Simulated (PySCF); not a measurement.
Calculated properties of `C(C)N(C=O)[SiH2]C#C`

C5H9NOSi.
Structure used (GFN2-xTB), in Å, numbered top down from 1:
```xyz
17
C5H9NOSi angstrom
C      3.7217   -0.5446    0.6555
C      2.6608   -0.6180    0.0948
Si     1.0319   -0.7216   -0.7668
N     -0.0950    0.3677    0.0601
C      0.2488    1.6429   -0.1157
O      1.2292    1.9512   -0.7592
C     -1.2963   -0.0139    0.7579
C     -2.4415   -0.3020   -0.2085
H      4.6502   -0.4741    1.1460
H      1.0787   -0.3977   -2.1856
H      0.4407   -2.0415   -0.5054
H     -0.4083    2.3891    0.3658
H     -1.5790    0.7966    1.4380
H     -1.0821   -0.9040    1.3546
H     -2.1704   -1.1145   -0.8786
H     -2.6618    0.5796   -0.8066
H     -3.3347   -0.5830    0.3438
```

Some functional groups and rings: amide, alkyne, Si–H bond and C–Si bond.

From GFN2-xTB geometry:

```
Point group of the GFN2-xTB geometry                  : C1
Rotational constants A, B, C of the GFN2-xTB geometry : 2.867, 1.122, 0.948 GHz
```

CAM-B3LYP/def2-SVPD ground state and vertical TDDFT (core frozen in the response) (PySCF):

```
Dipole moment                                                     : 3.52 D
HOMO energy                                                       : -8.98 eV
LUMO energy                                                       : 0.82 eV
HOMO–LUMO gap                                                     : 9.80 eV
Lowest singlet excitation                                         : 5.66 eV (219 nm, f = 0.000)
Strongest line among the 8 lowest singlet transitions             : S8 at 7.43 eV (167 nm, f = 0.051)
Lowest triplet excitation (Tamm–Dancoff)                          : 5.02 eV
Static isotropic polarisability                                   : 92.1 au
Electronic spatial extent ⟨r²⟩ about the centre of nuclear charge : 1309 bohr²
```

From PBE0/pcSseg-1 ground state and GIAO shieldings, non-relativistic (PySCF):

```
Lowest Hirshfeld atomic charge                              : -0.26 e on O6
Highest Hirshfeld atomic charge                             : +0.39 e on Si3
13C chemical shifts (computed TMS as zero) by class         : 172.2 (C5), 102.3 (C1), 85.9 (C2), 41.3 (C7), 21.6 (C8) ppm
1H chemical shifts (computed TMS as zero) by class          : 8.33 (H12), 4.81 (H10/H11), 3.34 (H13/H14), 1.84 (H9), 1.08 (H15/H16/H17) ppm
Isotropic shieldings of nuclei other than C and H, by class : 125 (N4), -116 (O6), 415 (Si3) ppm
Mayer bond orders between heavy atoms                       : C1–C2 2.54, C2–Si3 0.93, Si3–N4 0.79, N4–C5 1.19, C5–O6 1.81, N4–C7 0.91, C7–C8 1.05
```

Monoisotopic mass from the formula: 127.0453 u.

A dipole of 3.52 D is allowed in C1, and pure rotational transitions are dipole-allowed. The rotational constants make it an asymmetric top with κ = (2B − A − C)/(A − C) = -0.82, nearer the prolate limit (−1). In atomic units the dipole is 1.39 e·bohr (1 au = 2.5417 D). The largest Löwdin shares of the HOMO are 0.40 on N4, 0.26 on O6, 0.07 on C5 and 0.07 on C7. The 8 singlets span 5.66 to 7.43 eV, and their oscillator strengths add up to 0.16.

One conformer (not necessarily the lowest) at the GFN2-xTB geometry, without solvent or vibrations. NMR classes are plain means over equivalent atoms (diastereotopic ones count apart unless rotation or inversion swaps them), as if these changed places fast; in this geometry the members of some classes differ.
